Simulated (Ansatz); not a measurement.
Reaction (cleavage of the Si–Si bond): `O[SiH2][SiH](O)[SiH3]` + `N[Si](O)(O)O` → `O[SiH2]N[Si](O)(O)O` + `O[SiH2][SiH3]`

Computed with Ansatz on PBE0-D4/def2-TZVP structures; ΔE is electronic, products minus reactants. CBS: MP2 limit from def2 TZ/QZ plus the TZ coupled-cluster correction, frozen cores. Functionals use def2-TZVPP. B3LYP here is the variant with VWN-RPA as its local correlation; programs differ in this. Each species was taken in one conformer, which may not be the lowest.

```
 level  ΔE (kJ/mol)
r2SCAN        -84.1
 B3LYP        -83.8
```

Task: What does CCSD(T)/CBS give? (Best estimate.)

Result: The calculation gave: -89.2 kJ/mol. The listed levels differ from it by 5.1, 5.4 kJ/mol.

Largest T1 diagnostic among the species: 0.013.

From PBE to PBE0 (25 % exact exchange), in def2-TZVPP and without D4, ΔE moves by −7.2 kJ/mol. In def2-TZVPP, CCSD(T) changes the Hartree–Fock value by +11.1 kJ/mol (the triples alone add +1.3 kJ/mol) and MP2 by +5.2 kJ/mol.
